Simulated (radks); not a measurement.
Question: The table gives one normalised radial function P(r) = r R(r) of As30+ in [He] 2s1 (r in bohr). Method: scalar-relativistic Kohn-Sham, r2SCAN, spin-polarised, spherical densities, finite nucleus; open shells are filled with parallel spins first; meta-GGA in the generalised Kohn-Sham scheme; Fermi nuclear charge, rms radius 4.0968 fm; computed with a radial shooting solver on a logarithmic mesh with Libxc functionals.

r	P
0.002097	0.2774
0.002603	0.3362
0.00323	0.4058
0.004009	0.4871
0.004976	0.5808
0.006176	0.6866
0.007665	0.8029
0.009513	0.9260
0.01181	1.0489
0.01465	1.1604
0.01819	1.2438
0.02257	1.2761
0.02779	1.2320
0.03449	1.0766
0.0428	0.7798
0.05312	0.3237
0.06593	-0.2819
0.08183	-0.9874
0.1016	-1.6875
0.126	-2.2323
0.1564	-2.4724
0.1942	-2.3240
0.241	-1.8339
0.2991	-1.1850
0.3682	-0.6225
0.457	-0.2414
0.5672	-0.0662
0.7039	-0.0119
0.8736	-0.0013
1.084	-0.0001
1.346	0.0000

Which n and l does it have? It may be an empty orbital.

Answer: n = 2, l = 0: the number of nodes gives n - l - 1 = 1, the rise at small r (about r^(l+1)) gives l, and the extent must fit the shell. The curve is that of 2s up; the table hardly tells the two spins apart. 2s up: eigenvalue -3368.8 eV, 1 radial node at r = 0.0600 bohr, <r> = 0.185 bohr, 90 % of the charge inside 0.283 bohr.
